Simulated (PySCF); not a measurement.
C5HF2N.
Atom-mapped SMILES: `[N:1]#[C:2]/[C:3]([F:4])=[C:5]1[CH:6]=[C:7]\1[F:8]`

Geometry (GFN2-xTB, Å), atoms numbered from 1 in this order:
```
atom  x, y, z in Å
N1     3.096    0.548    0.427
C2     2.115   -0.016    0.245
C3     0.903   -0.701    0.022
F4     0.999   -2.046   -0.178
C5    -0.281   -0.108    0.000
C6    -1.137    1.076    0.102
C7    -1.710   -0.092   -0.134
F8    -2.791   -0.779   -0.342
H9    -1.181    2.125    0.260
```

NICS = −σ at a ghost point: NICS(0) at the centroid of the ring atoms, NICS(1) 1 Å to either side along the normal of their mean plane, zz for the tensor component along that normal. Level: GIAO PBE0/pcSseg-1 (PySCF, non-relativistic, gas phase) on the GFN2-xTB geometry, one conformer.

Ring bond lengths (Å), with Mayer bond orders in brackets: C5–C6 1.465 (0.76), C6–C7 1.322 (1.62), C7–C5 1.435 (1.03).

Problem. What do the NICS probes read (ppm)?

Solution. 
| ring | type | NICS(0) | NICS(1), two faces | NICS(1)zz, two faces | rms pucker (Å) | centre to ring atoms, mean (Å) |
| --- | --- | --- | --- | --- | --- | --- |
| C5–C6–C7 | 3-membered carbocycle; formal bonds 1 double, 2 single | -28.8 | -6.8 / -6.8 | -9.1 / -9.1 | 0.00 | 0.81 |

Problem. What do they say, and how far can they be read as aromaticity?

Solution. 
- C5–C6–C7: mean NICS(1)zz -9.1 ppm, shielded. NICS(0) lies 22 ppm below the mean NICS(1).

Problem. What does the geometric index give? HOMA takes Krygowski's 1993 parameters.

Solution. 
- C5–C6–C7: HOMA -0.07 = 1 − EN − GEO, with mean bond length 1.407 Å, EN = α(Ropt − mean)² = 0.093 and GEO = α × variance = 0.975.

Problem. What is the mean of the two in-plane components of NICS at the second NICS(1) probe listed for ring C5–C6–C7, 1 Å off the ring?

Solution. The isotropic value is a third of the trace: (3 × -6.8 − (-9.1))/2 = -5.6 ppm.

Problem. Give the inner angles of the rings and the Hirshfeld charges of the ring atoms.

Solution. 
- C5–C6–C7: C5 54.2° (-0.006 e), C6 61.7° (-0.003 e), C7 64.0° (+0.137 e); sum 180.0° against 180° for a flat convex ring.

Problem. How shielded are the nuclei of the rings and their hydrogens (means over atoms taken as equivalent)?

Solution. 
| atoms | environment | σ isotropic (ppm) | principal values of the symmetric part, first atom (ppm) |
| --- | --- | --- | --- |
| C5 | fully substituted alkene carbon | 63.3 | -43.1, 50.2, 182.9 |
| C6 | alkene CH carbon | 85.7 | -9.5, 93.3, 173.4 |
| C7 | vinylic C–F carbon | 20.0 | -79.9, 55.7, 84.2 |
| H9 | vinylic hydrogen | 25.47 | 24.0, 24.0, 28.4 |
